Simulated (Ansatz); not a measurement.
Born–Oppenheimer molecular dynamics of BrLi (2 atoms, charge 0, multiplicity 1). It starts from a relaxed structure.

The calculation used RKS B3LYP/def2-SVP in Ansatz.

```yaml
ensemble: NVT, Langevin thermostat
time_step: 2 fs
steps_asked: 500
set_temperature: 300 K
friction: 0.01 /fs
seed: 904470
```

Frames 2 fs apart, positions in Å, forces in eV/Å.

Velocities at 660.0 fs (Å/ps):

```
Li 5.25 -4.02 -9.40
Br 1.95 -4.44 -1.48
```

```xyz
2
Properties=species:S:1:pos:R:3:forces:R:3 time_fs=660.0 energy_less_start_eV=0.003 T=596
Li 2.088 1.174 -0.421 -0.12 -0.12 0.13
Br 0.884 -0.038 0.949 0.12 0.12 -0.13
2
Properties=species:S:1:pos:R:3:forces:R:3 time_fs=662.0 energy_less_start_eV=0.006 T=498
Li 2.095 1.166 -0.439 -0.16 -0.16 0.19
Br 0.888 -0.047 0.946 0.16 0.16 -0.19
2
Properties=species:S:1:pos:R:3:forces:R:3 time_fs=664.0 energy_less_start_eV=0.009 T=507
Li 2.098 1.157 -0.455 -0.20 -0.20 0.23
Br 0.891 -0.056 0.944 0.20 0.20 -0.23
2
Properties=species:S:1:pos:R:3:forces:R:3 time_fs=666.0 energy_less_start_eV=0.011 T=521
Li 2.099 1.149 -0.467 -0.21 -0.22 0.25
Br 0.895 -0.065 0.942 0.21 0.22 -0.25
2
Properties=species:S:1:pos:R:3:forces:R:3 time_fs=668.0 energy_less_start_eV=0.012 T=595
Li 2.099 1.139 -0.476 -0.22 -0.22 0.26
Br 0.899 -0.075 0.941 0.22 0.22 -0.26
2
Properties=species:S:1:pos:R:3:forces:R:3 time_fs=670.0 energy_less_start_eV=0.012 T=531
Li 2.097 1.130 -0.483 -0.22 -0.22 0.26
Br 0.904 -0.085 0.938 0.22 0.22 -0.26
2
Properties=species:S:1:pos:R:3:forces:R:3 time_fs=672.0 energy_less_start_eV=0.011 T=536
Li 2.093 1.123 -0.486 -0.21 -0.21 0.25
Br 0.909 -0.095 0.935 0.21 0.21 -0.25
2
Properties=species:S:1:pos:R:3:forces:R:3 time_fs=674.0 energy_less_start_eV=0.008 T=514
Li 2.087 1.116 -0.483 -0.17 -0.18 0.21
Br 0.914 -0.104 0.931 0.17 0.18 -0.21
2
Properties=species:S:1:pos:R:3:forces:R:3 time_fs=676.0 energy_less_start_eV=0.004 T=643
Li 2.080 1.110 -0.474 -0.13 -0.14 0.15
Br 0.918 -0.114 0.927 0.13 0.14 -0.15
2
Properties=species:S:1:pos:R:3:forces:R:3 time_fs=678.0 energy_less_start_eV=0.001 T=617
Li 2.072 1.103 -0.463 -0.07 -0.08 0.09
Br 0.922 -0.124 0.922 0.07 0.08 -0.09
2
Properties=species:S:1:pos:R:3:forces:R:3 time_fs=680.0 energy_less_start_eV=0.000 T=625
Li 2.061 1.096 -0.451 0.00 0.00 0.00
Br 0.927 -0.133 0.918 0.00 0.00 0.00
2
Properties=species:S:1:pos:R:3:forces:R:3 time_fs=682.0 energy_less_start_eV=0.001 T=669
Li 2.052 1.090 -0.435 0.08 0.09 -0.10
Br 0.932 -0.142 0.913 -0.08 -0.09 0.10
```

Of the whole run (1000 fs, mean temperature of the second half 273 K): A run of 1 ps of so small a system gives no equilibrium averages.

Time of the run: 4.3 min on 1 CPU thread of a shared host.
